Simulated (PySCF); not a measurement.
# Electron correlation in Os (osmium, neutral)

[Xe] 4f14 5d6 6s2, high-spin 5D determinant. Calculation: PySCF 2.14, in aug-cc-pVTZ-PP with ECP60MDF (6s6p5d3f2g, 88 functions); scalar relativity through the core potential. Frozen: 5s2 5p6; 8 electrons correlated.

```json
{"level": "CCSD", "correlation energy (mhartree)": "-192.42"}
{"level": "(T)", "correlation energy (mhartree)": "-9.57"}
{"level": "CCSD(T)", "correlation energy (mhartree)": "-201.99"}
```

Diagnostics: T1 = 0.023, D1 = 0.0831, largest double amplitude 0.040.

Spin-orbit coupling, absent here, splits the open shell strongly.

Cost of the coupled-cluster step: of the order of 50 core-seconds, for 8 correlated electrons.
